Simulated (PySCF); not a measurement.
Compound: C₄H₃BrN₂.
SMILES: `Brc1cnccn1`

Method: PBE0/def2-SVP geometry optimisation, gas phase in PySCF 2.14.0.

Masses are those of the commonest isotopes; rigid-rotor values at the optimised geometry. 

Task: Give the principal moments of inertia and the rotational constants in MHz.

Result: Ia = 82.88, Ib = 488.21, Ic = 571.09 u·Å²; 505379 MHz·u·Å²/I gives A = 6098, B = 1035, C = 884.9 MHz.

Task: What kind of rotor is it?

Result: A near-prolate asymmetric top: κ = (2 × 1035 − 6098 − 884.9)/(6098 − 884.9) = -0.94.

Task: What does the inertial defect say?

Result: Planar: Δ = Ic − Ia − Ib = 0.00 u·Å². For a rigid frame Δ = −2 Σ m c², so it vanishes when all atoms lie in the ab plane; here none is more than 0.01 Å from it.

Task: Give the coordinates in the principal-axis frame, origin at the centre of mass.

Result: The sense of each axis is arbitrary; atoms in the order of the calculation.
```csv
atom,mass (u),a (Å),b (Å),c (Å)
Br1,78.918,1.621,0.009,0.000
C2,12.000,-0.269,-0.032,0.001
C3,12.000,-0.976,1.180,0.000
N4,14.003,-2.300,1.185,0.000
C5,12.000,-2.917,0.004,0.000
C6,12.000,-2.200,-1.191,0.000
N7,14.003,-0.868,-1.200,0.000
H8,1.008,-0.450,2.140,-0.001
H9,1.008,-4.012,0.006,-0.001
H10,1.008,-2.709,-2.161,0.001
```

Task: Predict some low-J microwave lines.

Result: The dipole components are |μa| = 1.38 D, |μb| = 0.13 D, |μc| = 0.00 D; the mirror of this Cs structure is the ab plane, so μc vanishes by symmetry and there are no c-type lines. Intensities carry the squares of the components, which stand as 1.00 : 0.01 (a : b). Some lines, for components of 0.1 D or more:

| type | branch | J(Ka,Kc) | MHz | lower level (cm⁻¹) |
| --- | --- | --- | --- | --- |
| a | Q | 2(1,1) ← 2(1,2) | 451 | 0.356 |
| b | R | 3(0,3) ← 2(1,2) | 831 | 0.356 |
| a | Q | 3(1,2) ← 3(1,3) | 901 | 0.541 |
| a | R | 1(0,1) ← 0(0,0) | 1920 | 0.000 |
| a | R | 2(1,2) ← 1(1,1) | 3690 | 0.233 |
| a | R | 2(0,2) ← 1(0,1) | 3837 | 0.064 |
| a | R | 2(1,1) ← 1(1,0) | 3990 | 0.238 |
| a | R | 3(1,3) ← 2(1,2) | 5533 | 0.356 |
| b | Q | 3(1,2) ← 3(0,3) | 5603 | 0.384 |
| a | R | 3(0,3) ← 2(0,2) | 5747 | 0.192 |
| a | R | 3(2,2) ← 2(2,1) | 5760 | 0.878 |
| a | R | 3(2,1) ← 2(2,0) | 5773 | 0.878 |
| b | R | 2(1,2) ← 1(0,1) | 8753 | 0.064 |
| b | R | 3(1,3) ← 2(0,2) | 10449 | 0.192 |
| b | Q | 2(2,0) ← 2(1,1) | 15191 | 0.371 |
| b | R | 2(2,1) ← 1(1,0) | 19178 | 0.238 |
| b | R | 3(2,2) ← 2(1,1) | 20948 | 0.371 |
| b | R | 3(2,1) ← 2(1,2) | 21415 | 0.356 |
| b | Q | 3(3,1) ← 3(2,2) | 25691 | 1.070 |
| b | R | 3(3,1) ← 2(2,0) | 31448 | 0.878 |
| b | R | 3(3,0) ← 2(2,1) | 31451 | 0.878 |

Task: Estimate the classical rotational partition function at 25 K, 100 K and 298.15 K.

Result: Point group Cs, symmetry number σ = 1; q = (√π/σ)·√((kT/h)³/(ABC)), k/h = 20836.6 MHz/K: 8920 at 25 K, 71300 at 100 K, 367000 at 298.15 K.

Stationary, but not proved a minimum. Zero-point vibration and centrifugal distortion are left out. Quadrupole hyperfine structure (14N, 79Br) is left out.
